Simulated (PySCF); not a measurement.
B3LYP has the VWN-RPA correlation part, as in Gaussian. Delta-SCF ions had no search for a lower state. Excitations are Tamm–Dancoff values on a coarser integration grid. The basis has no diffuse functions, so Rydberg states are missing or too high.

Cartesian coordinates (Å):
```xyz
8

C     -0.9753    -0.2930     0.2194
S      0.3009     1.0040     0.2379
O      0.1399     1.8110    -0.9815
C      1.6335    -0.1513    -0.0098
N      2.5689    -0.8156    -0.1243
H     -1.9188     0.2274     0.3772
H     -0.9655    -0.7873    -0.7492
H     -0.7837    -0.9951     1.0303
```
Charge 0, multiplicity 1.

Give the HOMO, S1 oscillator strength, S1–T1 gap (TDA), total energy, S1 excitation (TDA), T1 excitation (TDA), vertical ionisation energy (Delta-SCF) and LUMO at the level B3LYP-D3(BJ)/def2-TZVP (PySCF).


```yaml
HOMO: -7.79 eV
S1 oscillator strength: 0.004
S1–T1 gap (TDA): 0.51 eV
total_energy: -606.2423 Ha
S1 excitation (TDA): 4.91 eV
T1 excitation (TDA): 4.41 eV
vertical ionisation energy (Delta-SCF): 10.24 eV
LUMO: -1.57 eV
```
